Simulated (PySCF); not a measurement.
## Correlation energy of Nd⁴⁹⁺ (neodymium, charge +49)

[Ne] 3s1, 2S determinant. Calculation: PySCF 2.14, in an uncontracted even-tempered set (16 s from 11 bohr⁻², ratio 2.5; 10 p from 14 bohr⁻², ratio 2.5; 4 d from 52 bohr⁻², ratio 2.7; 4 f from 78 bohr⁻², ratio 2.7); no relativity, point nucleus. Frozen: 1s2; 9 electrons correlated; the 17 highest virtual orbitals of each spin left out.

```tsv
level	correlation energy (mhartree)
CCSD	-319.83
(T)	-0.07
CCSD(T)	-319.90
```

Diagnostics: T1 = 5.6e-05, D1 = 0.0002, largest double amplitude 0.002.

Task: Is a single reference adequate?

Result: Yes, within this model without spin-orbit coupling: T1 lies below 0.03 and no double amplitude reaches 0.07.

At this charge a non-relativistic calculation is a model, useful for the Z dependence of the correlation energy.
